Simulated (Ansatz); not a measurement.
Members of the series B-XY, Y = fluoro; each row names its spin state. All species are isolated molecules in the gas phase. One relaxed conformer stands for each flexible species; it need not be the lowest. Strings in code marks are SMILES.

Quantity: adiabatic spin-state energy, in kJ/mol. HF references are unrestricted for open shells and restricted for singlets. The restricted reference of `O[B-]F`, `F[B-][SiH3]`, `F[B-]S` and `F[B-][AlH2]` is unstable towards unrestricted orbitals.

A: `B[B-]F`: multiplicity 3 minus multiplicity 1
B: `F[B-]S`: multiplicity 3 minus multiplicity 1
C: `F[B-][AlH2]`: multiplicity 3 minus multiplicity 1
D: `F[B-][SiH3]`: multiplicity 3 minus multiplicity 1
E: `O[B-]F`: multiplicity 3 minus multiplicity 1

Task: Put the candidates in order of adiabatic spin-state energy, lowest first, for frozen-core CCSD(T)/aug-cc-pVDZ // B3LYP-D3(BJ)/def2-TZVPD (Ansatz, a program for electronic structure).

Result: C (24.85 kJ/mol), D (35.01 kJ/mol), A (44.8 kJ/mol), B (136.2 kJ/mol), E (157.8 kJ/mol)
